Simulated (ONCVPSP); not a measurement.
## O (Z = 8), ONCV: configuration errors across variants

O, optimised norm-conserving Vanderbilt (ONCV), made with ONCVPSP 4.0.1 (PBE, non-relativistic). Core [He], reference 2s2 2p4. Waves: 2s: rc 0.60 bohr, ncon 4, nbas 8, qcut 11.1 1/bohr, 1 projector; 2p: rc 1.80 bohr, ncon 5, nbas 9, qcut 8.3 1/bohr, 2 projectors, debl 3.7 Ha; d scattering state at 0.41 Ha: rc 1.90 bohr, ncon 4, nbas 7, qcut 5.1 1/bohr, 2 projectors, debl 1.2 Ha. Local part: polynomial inside 0.55 bohr (lpopt 5, dvloc0 1 Ha). Core correction: Teter function, fcfact 3.5, rcfact 1.2.

All-electron excitation energies from the reference (eV): (1) 2s2 2p3 16.439; (2) 2s2 2p2 50.032; (3) 2s2 2p1 103.904; (4) 2s0 2p6 29.828.

1 further variants failed, have other tests or another functional or relativity, and are left out.

Errors AE − PS in meV (a dash: test not solved or not reliable):

| change | (1) | (2) | (3) | (4) | bound ghosts | GHOST(+) flags above zero |
| --- | --- | --- | --- | --- | --- | --- |
| base | +45 | +346 | +1314 | +19 | none | d |
| d: rc 2.14 | +45 | +346 | +1314 | +19 | none | d |
| s: qcut 13.2 | +45 | +348 | +1317 | +21 | none | d |
| local potential polynomial inside 0.40 bohr (lpopt 2, dvloc0 3 Ha) | +45 | +348 | +1314 | +19 | none | d |
| p: nbas 8 | +42 | +332 | +1260 | +22 | none | d |
| all radii but the core radius scaled by about 1.29 (s 0.78, p 2.32, d 2.44 bohr); local potential polynomial inside 0.70 bohr (lpopt 5, dvloc0 1 Ha) | +108 | +767 | +2672 | -52 | none | d |
| local potential polynomial inside 0.55 bohr (lpopt 5, dvloc0 0 Ha) | +45 | +346 | +1314 | +19 | none | d |

(1) Give the same row for: s: qcut 12.8; p: qcut 9.6; d: qcut 5.9.

Results:

(1) +36, +280, +1086, +30; bound ghosts: none; GHOST(+) flags above zero: d.
